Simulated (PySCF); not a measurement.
**Polarisability and C₆ of I (iodine, neutral)**

[Kr] 4d10 5s2 5p5, 2P determinant. Calculation: PySCF 2.14, in aug-cc-pV5Z-PP with ECP28MDF (8s8p6d4f3g2h, 139 functions); a scalar-relativistic core potential. Coupled (time-dependent) response in atomic units; α is the mean over directions.

| method | mean α (bohr³) | α xx, yy, zz | C₆ (like pair) | S(−4) |
| --- | --- | --- | --- | --- |
| UHF | 31.93 | 29.59, 33.10, 33.10 | 343.7 | 198.6 |
| PBE | 34.63 | 31.55, 36.17, 36.17 | 377.1 | 259.0 |

S(−4) is the Cauchy moment in α(ω) = α(0) + S(−4) ω² + …

Reference α: 32.9 ± 1.3 bohr³ (recommended; Schwerdtfeger and Nagle, table of static dipole polarizabilities (2023 update)). Published C₆: 385.0 (Chu and Dalgarno (2004); Tang, Norbeck and Certain (1976)).

Spin-orbit coupling is absent.

α(iu) at PBE:

```tsv
u (hartree)	α(iu) (bohr³)
0	34.63
0.0500	34.00
0.100	32.28
0.200	27.19
0.300	21.98
0.500	14.29
0.750	8.961
1.00	6.121
1.50	3.448
2.00	2.275
3.00	1.260
5.00	0.5773
```

A single London oscillator, α(iu) = α/(1 + u²/ω²), gives C₆ = (3/4) ω α². Matching the computed C₆ needs ω = 4 × 377.1 / (3 × 34.63²) = 0.419 hartree.

The components differ because the open shell of this determinant is not spherical; for a pure term their mean is the scalar polarisability.

Energies and moments cover only the electrons outside the core potential.
